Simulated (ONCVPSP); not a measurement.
## Potentials for technetium compared

Generated with ld1.x 7.5 (TM, RRKJ, ultrasoft, PAW), atompaw 4.2 or ONCVPSP 4.0.1. The cutoff is in Ry: for ld1.x and atompaw files where the sum of valence levels is converged to 10 mRy in a Bessel basis, for ONCV files where the hardest occupied wave has 1 mHa per electron of residual kinetic energy. The error is the largest all-electron minus pseudo excitation energy over each file’s own four to seven test configurations (ionisations up to +4, promotions, holes and added fractions of an electron), all of which were solved. The labels leave out finer settings (local radius, basis sizes, second energies), which also bear on the numbers. Spin-polarised tests are not counted. The rows are a selection from randomly drawn settings: files with unsolved tests, undetermined cutoffs or missed reference levels are left out.

| potential | cutoff (Ry) | largest error (meV) | bound ghosts |
| --- | --- | --- | --- |
| ONCV, PBEsol, non-relativistic, rc 1.85/2.30/1.35 (spd), local d, core correction yes, reference 4s2 4p6 4d5 5s1.5 5p0.5, qcut 5/5/6, projectors 3/3/0 | 77 | -5.1 | none |
| ONCV, LDA (Perdew-Wang 92), fully relativistic, rc 1.60/1.65/2.45 (spd), local smoothed, core correction yes, reference 4s2 4p6 4d5, qcut 5.7/8.2/6.4, projectors 2/2/2 | 50 | +39 | none |
| ONCV, LDA (Perdew-Wang 92), scalar-relativistic, rc 1.95/1.20/1.20 (spd), local d, core correction yes, reference 4s2 4p6 4d5 5s2, qcut 5.2/5.7/8.7, projectors 2/2/0 | 186 | -12 | none |
| ONCV, PBE, scalar-relativistic, rc 1.45/1.80/1.70 (spd), local smoothed, core correction yes, reference 4s2 4p6 4d5 5s1 5p1, qcut 9/7.5/10.5, projectors 2/3/3 | 57 | -3.7 | none |

Question: Fill in the row for Tc: ONCV, PBE, scalar-relativistic, rc 1.80/1.30/1.90 (spd), local smoothed, core correction yes, reference 4s2 4p6 4d6 5s1, qcut 5.2/6.5/10, projectors 3/2/2.

Answer: cutoff 48 Ry, largest error -3.6 meV, bound ghosts: none.

Question: Fill in the row for Tc: ONCV, PBE, scalar-relativistic, rc 1.75/1.55/1.40/1.40 (spdf), local d, core correction yes, reference 4s2 4p6 4d5 5s1.5 5p0.5, qcut 8.5/7.5/6.2/7.6, projectors 2/2/0/2.

Answer: cutoff 49 Ry, largest error -5.6 meV, bound ghosts: none.

Question: Fill in the row for Tc: ONCV, PBEsol, scalar-relativistic, rc 1.75/1.20/1.85 (spd), local smoothed, core correction no, reference 4s2 4p6 4d5 5s1.75, qcut 8.3/7.1/7.6, projectors 2/2/3.

Answer: cutoff 98 Ry, largest error -4.4 meV, bound ghosts: none.
